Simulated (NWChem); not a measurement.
A series in which one site is exchanged, each optimised at PBE0/def2-SVP with NWChem, gas phase unless a solvent is named. All stand in one matching conformer (torsions within 35°), which need not be the lowest. This build's default masses of Se (78.918 u) and Br (79.917 u) are each other's, which moves their modes by up to 0.6 %. Some are not confirmed as minima by frequencies. def2 effective core potentials on I; no spin-orbit coupling.

A: B(O)(C)I (CH$_{4}$BIO; site = I)
B: CB(O)Br (CH₄BBrO; site = Br)
C: CB(O)Cl (CH$_{4}$BClO; site = Cl)

| quantity | A | B | C |
|---|---|---|---|
| dipole (D), PBE0/def2-SVP | 1.04 | (withheld) | 0.67 |
| static polarisability, CAM-B3LYP/def2-SVPD (bohr³) | 66.2 | (withheld) | 45.0 |
| lowest singlet excitation, CAM-B3LYP/def2-SVPD, TDA (eV) | 6.00 | (withheld) | 7.51 |

Task: What belongs in the gaps?

Result: 
- dipole (D), PBE0/def2-SVP, B: 0.80
- static polarisability, CAM-B3LYP/def2-SVPD (bohr³), B: 52.6
- lowest singlet excitation, CAM-B3LYP/def2-SVPD, TDA (eV), B: 6.82
